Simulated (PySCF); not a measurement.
# A small calculation by hand: refractive index and permittivity of the vapour

OPb, SMILES [O]=[Pb] (connectivity only; charge and spin as stated), neutral, multiplicity 1.

Geometry: PBE0-D3(BJ)/def2-TZVP. The def2 effective core potentials stand for the cores of Pb; spin–orbit coupling is left out.

CAM-B3LYP/def2-TZVPD run with PySCF gives a mean static polarisability of 42.6 bohr³ and a dipole moment of 5.02 D. Take an ideal gas at 298.15 K and 1 bar, whether or not the substance is that volatile.

Question: Work out n − 1 in the optical limit and the static ε − 1.

Answer: 
Polarisability volume α' = 42.6 × 0.148185 = 6.31 Å³. Number density N = p/kT = 2.43e-5 Å⁻³.
Dilute limit of Lorentz–Lorenz: n − 1 = 2π N α' = 0.00096.
Orientation term of Debye: μ²/(3kT) = 8.098 Å³ × μ²(D²) = 204.07 Å³.
ε − 1 = 4π N (α' + μ²/3kT) = 0.064. Orientation of the dipole supplies 97 % of the static response; it can't follow optical fields. Vibrational polarisation and dispersion are left out.
